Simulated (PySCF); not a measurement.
Y, doublet (core potentials on Y); DF-SVWN5/def2-TZVPD (PySCF).

Here is a job for PySCF.
```python
from pyscf import gto, scf, dft
import numpy

mol = gto.M(
    atom='''
Y     0.000000    0.000000    0.000000
''',
    basis='def2-tzvpd',
    ecp={'Y': 'def2-tzvpd'},
    charge=0,
    spin=1,
    verbose=4,
)
print('smallest overlap eigenvalue', numpy.linalg.eigvalsh(mol.intor('int1e_ovlp'))[0])

mf = dft.UKS(mol)
mf.xc = 'lda,vwn'
mf = mf.density_fit(auxbasis='def2-universal-jkfit')
mf = scf.addons.remove_linear_dep_(mf, threshold=1e-8, lindep=1e-8)
mf.kernel()
```

What the program printed (banner, timings and long lists left out):

```
PySCF version 2.14.0

[INPUT] verbose = 4
[INPUT] num. atoms = 1
[INPUT] num. electrons = 11
[INPUT] charge = 0
[INPUT] spin (= nelec alpha-beta = 2S) = 1
[INPUT] symmetry False subgroup None
[INPUT] Mole.unit = angstrom
[INPUT] Symbol           X                Y                Z      unit          X                Y                Z       unit  Magmom
[INPUT]  1 Y      0.000000000000   0.000000000000   0.000000000000 AA    0.000000000000   0.000000000000   0.000000000000 Bohr   0.0

nuclear repulsion = 0
number of shells = 14
number of NR pGTOs = 60
number of NR cGTOs = 40
basis = def2-tzvpd
ecp = {'Y': 'def2-tzvpd'}
input.py:19: DeprecationWarning: remove_linear_dep_ is deprecated and will be removed in a future release. Linear dependency handling is now built into the SCF procedure by default. Linear dependency removal can be controlled using the following settings:
  pyscf.scf.hf.remove_overlap_zero_eigenvalue = True
  pyscf.scf.hf.overlap_zero_eigenvalue_threshold = 1e-6

  mf = scf.addons.remove_linear_dep_(mf, threshold=1e-8, lindep=1e-8)
smallest overlap eigenvalue 0.019318435583969545

******** <class 'pyscf.df.df_jk.DFUKS'> ********
method = DFUKS
initial guess = minao
damping factor = 0
level_shift factor = 0
DIIS = <class 'pyscf.scf.diis.CDIIS'>
diis_start_cycle = 1
diis_space = 8
diis_damp = 0
SCF conv_tol = 1e-09
SCF conv_tol_grad = None
SCF max_cycles = 50
direct_scf = False
number electrons alpha = 6  beta = 5
XC library pyscf.dft.libxc version 7.1.2
    S. Lehtola, C. Steigemann, M. J. T. Oliveira, and M. A. L. Marques,  SoftwareX 7, 1–5 (2018)
XC functionals = lda,vwn
    P. A. M. Dirac,  Math. Proc. Cambridge Philos. Soc. 26, 376 (1930)
    F. Bloch,  Z. Phys. 57, 545 (1929)
    S. H. Vosko, L. Wilk, and M. Nusair,  Can. J. Phys. 58, 1200 (1980)
radial grids:
    Treutler-Ahlrichs [JCP 102, 346 (1995); DOI:10.1063/1.469408] (M4) radial grids

becke partition: Becke, JCP 88, 2547 (1988); DOI:10.1063/1.454033
pruning grids: <function nwchem_prune>
grids dens level: 3
symmetrized grids: False
atomic radii adjust function: <function treutler_atomic_radii_adjust>
small_rho_cutoff = 0
Set gradient conv threshold to 3.16228e-05
tot grids = 21880
init E= -33.3756738217809

cycle= 1 E= -37.36183978546  delta_E= -3.99  |g|= 0.856  |ddm|= 2.93
cycle= 2 E= -37.4105872338712  delta_E= -0.0487  |g|= 0.977  |ddm|= 3.12
cycle= 3 E= -38.0897871252121  delta_E= -0.679  |g|= 0.126  |ddm|= 3.08
cycle= 4 E= -38.0911255004164  delta_E= -0.00134  |g|= 0.0828  |ddm|= 0.802
cycle= 5 E= -38.0968126586257  delta_E= -0.00569  |g|= 0.0395  |ddm|= 0.772
cycle= 6 E= -38.0956179720024  delta_E= 0.00119  |g|= 0.0517  |ddm|= 0.769
cycle= 7 E= -38.0969120559243  delta_E= -0.00129  |g|= 0.0413  |ddm|= 0.117
cycle= 8 E= -38.0970867542288  delta_E= -0.000175  |g|= 0.0399  |ddm|= 0.116
cycle= 9 E= -38.0989793742433  delta_E= -0.00189  |g|= 0.02  |ddm|= 0.0975
cycle= 10 E= -38.0995123610029  delta_E= -0.000533  |g|= 0.0116  |ddm|= 0.0601
cycle= 11 E= -38.0998054880301  delta_E= -0.000293  |g|= 0.00489  |ddm|= 0.059
cycle= 12 E= -38.0998663503301  delta_E= -6.09e-05  |g|= 0.000945  |ddm|= 0.0398
cycle= 13 E= -38.0998663468015  delta_E= 3.53e-09  |g|= 0.000829  |ddm|= 0.00397
cycle= 14 E= -38.0998668951017  delta_E= -5.48e-07  |g|= 0.000607  |ddm|= 0.00251
cycle= 15 E= -38.0998672831924  delta_E= -3.88e-07  |g|= 0.000349  |ddm|= 0.00192
cycle= 16 E= -38.0998674563293  delta_E= -1.73e-07  |g|= 9.05e-05  |ddm|= 0.00272
cycle= 17 E= -38.099867468845  delta_E= -1.25e-08  |g|= 2.61e-06  |ddm|= 0.000582
cycle= 18 E= -38.0998674688805  delta_E= -3.56e-11  |g|= 1.42e-06  |ddm|= 2.78e-05
Extra cycle  E= -38.0998674688965  delta_E= -1.59e-11  |g|= 1.76e-06  |ddm|= 2.77e-05
converged SCF energy = -38.0998674688965  <S^2> = 0.79789672  2S+1 = 2.0473365
```
